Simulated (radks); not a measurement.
Spherical quantum dot in the effective-mass picture: electrons in a well V = -V0 / (1 + exp((r - R)/a)) with V0 = 11.7, R = 3.83, a = 0.4, with a point charge +2 (a donor) at the centre, all in effective atomic units (hartree* = m*/eps^2 hartree, bohr* = eps/m* bohr), one dielectric constant everywhere. Calculated with a radial shooting solver with Libxc functionals: non-relativistic Kohn-Sham, PBEsol, spin-polarised, spherical densities. Levels are named by radial order and angular momentum (1s, 1p, 1d, 2s, ...), and open shells are averaged over m.

N = 5, configuration 1s2 1p(up 3, down 0). This is the lowest configuration that the search found. Occupied and some empty levels:

| level | occupation | eigenvalue (hartree*) | <r> (bohr*) |
|---|---|---|---|
| 1s up | 1 | -10.728 | 1.020 |
| 1s down | 1 | -10.664 | 0.9519 |
| 1p up | 3 | -9.8044 | 1.960 |
| 1p down | 0 | -9.6421 | 1.952 |
| 2s up | 0 | -9.6139 | 1.876 |
| 2s down | 0 | -9.4860 | 1.929 |
| 1d up | 0 | -9.2108 | 2.225 |
| 1d down | 0 | -9.0447 | 2.236 |
| 1f up | 0 | -8.5474 | 2.405 |
| 1f down | 0 | -8.3881 | 2.421 |

Energy (hartree*): total -57.3957, kinetic 4.9041, external -67.423, Hartree 7.2326, exchange-correlation -2.1094.

Electron density:

| r (bohr*) | n(r) (e/bohr*^3) |
|---|---|
| 0.0696 | 2.494 |
| 0.245 | 1.268 |
| 0.419 | 0.6753 |
| 0.595 | 0.3829 |
| 0.769 | 0.2354 |
| 0.944 | 0.1589 |
| 1.12 | 0.1179 |
| 1.29 | 0.09423 |
| 1.47 | 0.07888 |
| 1.64 | 0.06707 |
| 1.82 | 0.05647 |
| 1.99 | 0.04615 |
| 2.17 | 0.03601 |
| 2.34 | 0.02645 |
| 2.52 | 0.01805 |
| 2.69 | 0.01133 |
| 2.87 | 0.006478 |
| 3.04 | 0.003348 |
| 3.22 | 0.001545 |
| 3.39 | 0.0006310 |
